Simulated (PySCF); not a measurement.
**Relaxation of singlet [Ta3]+**

These are results of PBE0 in PySCF with Ta def2-TZVP with ECP60; scalar-relativistic core potentials, no spin–orbit coupling; density-fitted integrals, not measurements. A (50,194) grid was used.

A start displaced from a saddle point along its imaginary mode, of C2v symmetry, held to at least that symmetry:

```xyz
3
charge 1 multiplicity 1, angstrom
Ta   -0.1872    0.1656    0.0000
Ta    0.0936   -0.0828    2.3339
Ta    0.0936   -0.0828   -2.3339
```

Q: What does it relax to?

A: It ends at C2v with Ta–Ta 2.368 Å (×2), Ta–Ta 2.902 Å; Ta–Ta–Ta 52.2° (×2), Ta–Ta–Ta 75.6°. No frequency check is given, so it may be a saddle point. Other isomers or separated fragments may lie lower.

Q: How much energy is released, and in how many steps?

A: 247.6 kJ/mol in 10 steps.

Stability towards spin polarisation was not tested. No spin–orbit coupling is included, which matters more the heavier the element.

The relaxation took 93 s on 2 threads of a shared Arm Neoverse N1 host, with 120 basis functions and 12 gradients; the process peaked at 1.1 GiB.
